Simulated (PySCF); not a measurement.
Job file and geometry (Å, from GFN2-xTB) of an NMR shielding run on SMILES BCO/C(C#C)=C/CCC, C$_{8}$H$_{13}$BO, GIAO PBE0/pcSseg-1 NMR shielding, non-relativistic, gas phase in PySCF; density fitting, a coarse starting grid and PySCF grid level 2 are the driver's defaults:

```
$ OMP_NUM_THREADS=1 python probes_run.py task.json out

{"job": {"kind": "nmr", "xc": "PBE0", "basis": "pcSseg-1"}, "charge": 0, "multiplicity": 1}
B     -4.214132    -0.731834     0.160487
C     -2.854444    -0.118302     0.645820
O     -1.865746    -0.063506    -0.370869
C     -0.628339     0.426153    -0.033124
C     -0.373689     0.797742     1.313872
C     -0.205049     1.094128     2.466115
C      0.309559     0.538046    -0.983069
C      1.702228     1.023721    -0.754317
C      2.734129    -0.072481    -1.048925
C      2.583754    -1.257412    -0.104028
H     -5.082683    -0.802799     0.936269
H     -4.341216    -1.105052    -0.935673
H     -2.475063    -0.702974     1.500799
H     -3.021811     0.892656     1.054109
H     -0.020946     1.362596     3.463665
H      0.053149     0.230371    -1.986096
H      1.899183     1.873961    -1.414975
H      1.813671     1.360943     0.278026
H      3.736788     0.349330    -0.950743
H      2.613333    -0.411749    -2.080017
H      3.319980    -2.024839    -0.332325
H      2.722158    -0.941287     0.927650
H      1.590432    -1.690426    -0.196695
```

Question: What does the program print?

Answer: 
```
coarse grid: 18920 points
cycle   1  E = -411.9054885619  dE =  1.210e+00  |g| = 6.295e-01  |ddm| = 4.322e+00
cycle   2  E = -411.8685334208  dE =  3.696e-02  |g| = 7.865e-01  |ddm| = 1.543e+00
cycle   3  E = -411.9917939100  dE = -1.233e-01  |g| = 1.143e-01  |ddm| = 9.126e-01
cycle   4  E = -411.9942778953  dE = -2.484e-03  |g| = 3.334e-02  |ddm| = 1.343e-01
cycle   5  E = -411.9945224639  dE = -2.446e-04  |g| = 9.699e-03  |ddm| = 4.217e-02
cycle   6  E = -411.9945399817  dE = -1.752e-05  |g| = 4.108e-03  |ddm| = 1.099e-02
cycle   7  E = -411.9945435561  dE = -3.574e-06  |g| = 1.647e-03  |ddm| = 3.655e-03
final grid: 181920 points
cycle   8  E = -412.0659906149  dE = -5.842e-05  |g| = 1.342e-02  |ddm| = 6.055e-02
cycle   9  E = -412.0659442627  dE =  4.635e-05  |g| = 2.045e-02  |ddm| = 2.599e-02
cycle  10  E = -412.0660262590  dE = -8.200e-05  |g| = 3.239e-03  |ddm| = 1.840e-02
cycle  11  E = -412.0660288074  dE = -2.548e-06  |g| = 7.063e-04  |ddm| = 3.195e-03
cycle  12  E = -412.0660289062  dE = -9.886e-08  |g| = 2.570e-04  |ddm| = 7.163e-04
cycle  13  E = -412.0660289189  dE = -1.263e-08  |g| = 9.412e-05  |ddm| = 2.752e-04
cycle  14  E = -412.0660289210  dE = -2.131e-09  |g| = 3.097e-05  |ddm| = 1.086e-04
cycle  15  E = -412.0660289213  dE = -2.563e-10  |g| = 6.099e-06  |ddm| = 3.399e-05
converged SCF energy = -412.0660289213

GIAO shielding tensors (ppm)
atom      isotropic    diamagn.    paramagn.     s11        s22        s33       span
  0 B       11.967     189.423    -177.456    -64.765    -26.428    127.093    191.858
  1 C      108.500     244.778    -136.278     89.391     95.358    140.750     51.359
  2 O      232.080     399.295    -167.215    162.912    246.589    286.740    123.827
  3 C       38.727     251.480    -212.753    -52.361     81.109     87.432    139.793
  4 C      105.748     260.921    -155.173      9.831     14.426    292.988    283.157
  5 C       90.263     260.550    -170.287     23.841     53.065    193.884    170.042
  6 C       59.084     259.597    -200.513    -42.481     72.721    147.013    189.495
  7 C      152.218     246.735     -94.517    139.157    153.993    163.503     24.346
  8 C      160.409     248.012     -87.604    154.301    157.508    169.417     15.115
  9 C      172.507     248.109     -75.602    159.466    172.033    186.021     26.555
 10 H       23.921      27.289      -3.368     16.279     27.192     28.291     12.011
 11 H       23.583      28.578      -4.995     15.341     27.320     28.089     12.749
 12 H       26.779      29.084      -2.305     22.970     25.187     32.180      9.210
 13 H       26.880      27.691      -0.811     23.333     24.684     32.624      9.290
 14 H       28.550      34.918      -6.368     24.462     25.324     35.863     11.401
 15 H       26.049      34.915      -8.866     23.096     25.752     29.299      6.202
 16 H       29.176      29.770      -0.594     24.037     27.706     35.785     11.748
 17 H       29.205      31.823      -2.618     25.110     29.235     33.271      8.161
 18 H       30.080      28.694       1.386     25.426     28.120     36.694     11.268
 19 H       30.462      30.410       0.052     26.160     28.654     36.573     10.414
 20 H       30.734      28.127       2.607     26.017     27.855     38.332     12.315
 21 H       31.028      30.955       0.073     26.995     29.534     36.555      9.560
 22 H       30.432      31.984      -1.552     25.916     30.888     34.492      8.577
```

Size and cost of the density-fitted run: 235 basis functions, 2.7 min wall time on 1 thread of an Intel Xeon, shared host; peak memory 1.1 GiB.
